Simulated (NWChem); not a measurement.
# Correlation energy of Hg

```
Hg
```
Charge 0, spin multiplicity 1.

The numbers come from NWChem runs, not from measurements.

Basis set: def2-SVP. Each correlation energy counts from its own Hartree-Fock reference.

Effective core potentials replace the inner electrons of Hg; spin-orbit coupling is left out. The correlated methods keep 4 core orbitals frozen. Coupled-cluster values serve here as a point of comparison, not as the truth.

Task: For the correlation energy, CCSDT gives -286.4 mHa and CCSD gives -282.4 mHa. What do CR-CCSD(T), SCS-MP2 give?

Result: CR-CCSD(T): -285.8 mHa; SCS-MP2: -269.6 mHa.
